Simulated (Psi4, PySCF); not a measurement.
Interaction energy of CO2 ··· C2H2 (SMILES O=C=O and C#C). Monomers: optimised at B3LYP-D3(BJ) (def2-TZVP), held rigid. Orientation: a random orientation, not optimised. The monomers approach along the line of their centres of mass (distance R); nothing else relaxes.

Geometry at R = 4.30 Å (first 3 atoms: monomer A):
```
7

O     -1.1597     0.0000     0.0000
C      0.0000     0.0000     0.0000
O      1.1597     0.0000     0.0000
C     -4.3638    -1.2735    -0.4946
C     -3.4889    -1.8767    -1.0451
H     -5.1408    -0.7378    -0.0062
H     -2.7119    -2.4124    -1.5335
```

- RKS-B3LYP/LANL2DZ = restricted B3LYP/LANL2DZ, no counterpoise correction (PySCF 2.14.0)
- RKS-LDA (SVWN5)/6-31G* = restricted LDA (SVWN5)/6-31G*, spherical d, no counterpoise correction (PySCF)
- RHF/6-31G* = restricted Hartree-Fock/6-31G*, spherical d, no counterpoise correction in PySCF
- SAPT0/jun-cc-pVDZ, frozen core (Psi4)

Interaction energies in kJ/mol; the last columns give the difference from SAPT0:

```csv
R / Å,RKS-B3LYP/LANL2DZ,RKS-LDA (SVWN5)/6-31G*,RHF/6-31G*,SAPT0/jun-cc-pVDZ,RKS-B3LYP/LANL2DZ − SAPT0/jun-cc-pVDZ,RKS-LDA (SVWN5)/6-31G* − SAPT0/jun-cc-pVDZ,RHF/6-31G* − SAPT0/jun-cc-pVDZ
3.69,24.15,6.84,31.94,24.66,-0.51,-17.81,7.29
3.92,12.31,0.10,16.46,12.24,0.07,-12.14,4.23
4.11,7.34,-1.73,9.62,7.02,0.32,-8.75,2.60
4.30,4.67,-2.00,5.72,4.19,0.48,-6.19,1.53
4.49,3.21,-1.60,3.52,2.65,0.56,-4.24,0.87
4.73,2.24,-0.82,2.11,1.64,0.60,-2.46,0.47
5.00,1.67,-0.09,1.43,1.09,0.58,-1.18,0.34
5.27,1.33,0.33,1.14,0.81,0.52,-0.48,0.33
5.84,0.87,0.49,0.78,0.52,0.35,-0.03,0.26
6.49,0.54,0.34,0.49,0.35,0.20,-0.01,0.14
7.48,0.27,0.17,0.25,0.19,0.08,-0.02,0.05
8.83,0.12,0.08,0.11,0.09,0.03,-0.02,0.02
```

RKS-B3LYP/LANL2DZ is furthest from SAPT0/jun-cc-pVDZ at 4.73 (0.60 kJ/mol, above); its mean absolute difference over the points is 0.36 kJ/mol.

RKS-LDA (SVWN5)/6-31G* is furthest from SAPT0/jun-cc-pVDZ at 3.69 (-17.81 kJ/mol, below); its mean absolute difference over the points is 4.44 kJ/mol.

RHF/6-31G* is furthest from SAPT0/jun-cc-pVDZ at 3.69 (7.29 kJ/mol, above); its mean absolute difference over the points is 1.51 kJ/mol.
